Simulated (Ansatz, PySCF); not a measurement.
Noncovalent pair: H2O (SMILES O) (first 3 atoms) with PH3 (SMILES P); geometry from B3LYP-D3(BJ)/def2-TZVP, rigid monomers moved along the line of their centres of mass till H2···P4 is 2.97 Å.
(charge 0, multiplicity 1):
| atom | x (Å) | y (Å) | z (Å) |
|---|---|---|---|
| O | 0.2632 | -0.0779 | -0.5425 |
| H | 0.1242 | 0.0001 | 0.4118 |
| H | 1.1449 | 0.2748 | -0.6984 |
| P | -0.5480 | 0.1622 | 3.3004 |
| H | 0.0878 | -0.5549 | 4.3428 |
| H | -0.6754 | 1.3575 | 4.0487 |
| H | -1.8455 | -0.3069 | 3.6167 |

Interaction energies are E(AB) − E(A) − E(B) at the monomers' geometry in the complex; basis-set methods are counterpoise corrected.

Frozen-core correlation. Rows in 6-31G* carry no dispersion term and start afresh at each structure (6-31G* with six Cartesian d functions).

The values were computed with Ansatz (an electronic-structure program); PySCF for 6-31G* rows. 

### Question
What is the computed interaction energy (MP2/aug-cc-pV(T+d)Z)?

### Answer
-95 meV

### Question
What interaction energy does PBE/def2-TZVPPD give?

### Answer
-99 meV

### Question
Give the interaction energy at the level B3LYP/6-31G*.

### Answer
-90 meV
